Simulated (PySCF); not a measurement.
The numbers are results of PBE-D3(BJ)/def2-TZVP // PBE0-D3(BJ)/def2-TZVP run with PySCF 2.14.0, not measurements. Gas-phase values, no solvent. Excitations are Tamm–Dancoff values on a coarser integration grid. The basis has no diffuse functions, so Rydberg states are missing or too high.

Reference species (SMILES): `[si]1(=O)cc1` (neutral, multiplicity 1).

| Property | Result |
|---|---|
| S1–T1 gap (TDA) | 0.45 eV |
| HOMO | -6.53 eV |
| HOMO–LUMO gap | 4.03 eV |

Changed species: `[SiH](C#C)=O`.

What does the change do to the S1–T1 gap (TDA), HOMO and HOMO–LUMO gap?

the S1–T1 gap (TDA) decreases by 0.13 eV, to 0.32 eV; the HOMO falls by 0.26 eV, to -6.79 eV; the HOMO–LUMO gap decreases by 0.56 eV, to 3.47 eV.
